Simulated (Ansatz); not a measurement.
`[CH3][SnH2][AlH2]` + `C#C[SiH2][GaH2]` → `[CH3][SnH2][GaH2]` + `C#C[SiH2][AlH2]` at 600 K and 1 bar (redistribution).

Gas-phase electronic energies from Ansatz, PBE0-D4/def2-TZVP geometries. CCSD(T)/CBS adds triple-zeta CCSD(T) − MP2 to the extrapolated MP2 energy (def2 sets, frozen cores). def2 core potentials past Kr. For Ga, Sn outer-core shells are correlated without core-valence functions, which leaves a few kJ/mol of doubt a bond. Scalar relativity is left out up to krypton.

| species | CCSD(T)/CBS energy (Eh) | H − E (kJ/mol) | S (J/(mol·K)) |
| --- | --- | --- | --- |
| `[CH3][SnH2][AlH2]` | -498.27916 | 227.8 | 461.1 |
| `C#C[SiH2][GaH2]` | -2292.05082 | 190.2 | 450.1 |
| `[CH3][SnH2][GaH2]` | -2180.20945 | 228.1 | 473.9 |
| `C#C[SiH2][AlH2]` | -610.12048 | 189.9 | 439.8 |

H − E and S are ideal-gas, rigid-rotor, harmonic terms from PBE0-D4/def2-TZVP, for one conformer and one mirror image of each species. 1 Eh = 2625.50 kJ/mol, R = 8.31446 J/(mol·K).

Task: By hand: ΔE, ΔH, ΔS and ΔG.

Result: ΔE = (-2180.20945) + (-610.12048) − (-498.27916) − (-2292.05082) = 0.00005 Eh = 0.1 kJ/mol. Δ(H − E) = 228.1 + 189.9 − 227.8 − 190.2 = 0.0, so ΔH = 0.1 kJ/mol. ΔS = 473.9 + 439.8 − 461.1 − 450.1 = 2.5 J/(mol·K). ΔG = 0.1 − 600 × (2.5)/1000 = -1.4 kJ/mol.

Task: By hand: the equilibrium constant, and the temperature at which ΔG would vanish if ΔH and ΔS stayed fixed.

Result: log₁₀ K = −ΔG/(RT ln 10) = 0.1. ΔG = 0 at ΔH/ΔS = 40 K, though so small a ΔH makes that figure unsure.

TΔS isn't small against ΔH here. The sign of ΔG lies within the doubt. A doubt of 5 kJ/mol in ΔE shifts log₁₀ K by 0.4 here. Other conformers and mirror images would add mixing entropy, several J/(mol·K) or more a flexible species. Modes under 60 cm⁻¹, often nearly free rotors, make the harmonic entropy too high. These are equilibria of isolated gas molecules and say nothing of rates. Largest T1 diagnostic: 0.014 (customary marks: 0.02 for closed shells, 0.045 for open ones).
